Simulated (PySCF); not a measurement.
# Relaxation of singlet PdH₂

Computed with PBE0/[Pd x2c-TZVPall, H x2c-TZVPall], spin-free X2C, density fitting, no spin–orbit coupling, PySCF. A (50,194) grid was used.

A hand-made side-on start, of C2v symmetry, held to at least that symmetry:

```xyz
3
charge 0 multiplicity 1, angstrom
Pd    0.0000    0.0000   -0.0279
H     0.4200    0.0000    1.4646
H    -0.4200    0.0000    1.4646
```

Optimiser trace:
```
step  E − E(last) (kJ/mol)  largest gradient (Eh/bohr)
   0                 13.65                     0.04365
   1                  3.87                     0.02173
   2                  1.17                     0.00806
   3                  0.65                     0.00369
   4                  0.20                     0.00355
   5                  0.01                     0.00117
   6                  0.00                     0.00040
   7                  0.00                     0.00002
```

It ends at C2v with H–H 0.876 Å, Pd–H 1.667 Å (×2); H–H–Pd 74.8° (×2), H–Pd–H 30.5°. A frequency run shows a minimum. Other isomers or separated fragments may lie lower.

Final geometry:
```xyz
3
charge 0 multiplicity 1, angstrom
Pd    0.0000    0.0000   -0.0300
H     0.4380    0.0000    1.5780
H    -0.4380    0.0000    1.5780
```

The relaxation took roughly 60 core-seconds on a shared host.
